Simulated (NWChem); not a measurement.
System meant: CClF$_{2}$ cation

NWChem input:

```
start job
memory heap 200 mb stack 900 mb global 1100 mb
charge 1
geometry units angstroms noautosym nocenter noautoz
  F     -0.000289     1.047459    -1.067724
  C      0.001959     0.381208     0.000000
  F     -0.000289     1.047459     1.067724
  Cl    -0.000047    -1.248074     0.000000
end
basis spherical
  * library 6-31g*
end
dft
  xc m06-l
  iterations 150
end
property
  shielding 3 1 2 4
end
task dft property
```

End of the output:

```
 Vector   23  Occ=0.000000D+00  E=-1.154369D-01
              MO Center=  1.9D-03,  1.5D-02,  6.4D-09, r^2= 2.1D+00
   Bfn.  Coefficient  Atom+Function         Bfn.  Coefficient  Atom+Function
  ----- ------------  ---------------      ----- ------------  ---------------
    23      1.170460  2 C  pz                 6      0.639094  1 F  s
    34     -0.639094  3 F  s                 19      0.606380  2 C  pz
    55     -0.401420  4 Cl pz                 8     -0.292480  1 F  py
    36      0.292480  3 F  py                 4     -0.233844  1 F  py
    32      0.233844  3 F  py                57      0.223460  4 Cl d -1

 center of mass
 --------------
 x =   0.00024206 y =   0.01625540 z =   0.00000000

 moments of inertia (a.u.)
 ------------------
         504.286980313333           0.002082475775           0.000000000000
           0.002082475775         154.690336557727           0.000000000000
           0.000000000000           0.000000000000         349.596985926974

     Multipole analysis of the density
     ---------------------------------

     L   x y z        total         alpha         beta         nuclear
     -   - - -        -----         -----         ----         -------
     0   0 0 0      1.000000    -20.000000    -20.000000     41.000000

     1   1 0 0      0.002168     -0.004352     -0.004352      0.010872
     1   0 1 0     -0.199249     -0.028053     -0.028053     -0.143143
     1   0 0 1     -0.000000     -0.000000     -0.000000      0.000000

     2   2 0 0    -17.450240     -8.725164     -8.725164      0.000088
     2   1 1 0      0.005113      0.002505      0.002505      0.000104
     2   1 0 1     -0.000000     -0.000000     -0.000000      0.000000
     2   0 2 0    -13.391734    -90.797452    -90.797452    168.203170
     2   0 1 1      0.000000      0.000000      0.000000      0.000000
     2   0 0 2    -17.438729    -45.359594    -45.359594     73.280460

          -----------------------------------------
          Chemical Shielding Tensors (GIAO, in ppm)
          -----------------------------------------

 ------------------------------------------------------------------------
  xm06: d2 not coded                    0
 ------------------------------------------------------------------------
 ------------------------------------------------------------------------
  current input line :
    20: task dft property
 ------------------------------------------------------------------------
 ------------------------------------------------------------------------
 This error has not yet been assigned to a category
 ------------------------------------------------------------------------
 For more information see the NWChem manual at https://nwchemgit.github.io

0: xm06: d2 not coded:Received an Error in Communication
```

Question: What is wrong, and how is it mended?

Answer: The program stopped with an error. Cause: this functional's second derivatives, which shieldings need, aren't coded here; the fix takes a hybrid GGA instead. This input runs:
```
start job
memory heap 200 mb stack 900 mb global 1100 mb
charge 1
geometry units angstroms noautosym nocenter noautoz
  F     -0.000289     1.047459    -1.067724
  C      0.001959     0.381208     0.000000
  F     -0.000289     1.047459     1.067724
  Cl    -0.000047    -1.248074     0.000000
end
basis spherical
  F library 6-31g*
  C library 6-31g*
  Cl library 6-31g*
end
dft
  xc pbe0
  iterations 150
end
property
  shielding 3 1 2 4
end
task dft property
```
It converges to -697.20076 Ha (PBE0/6-31G* (spherical d), GIAO).
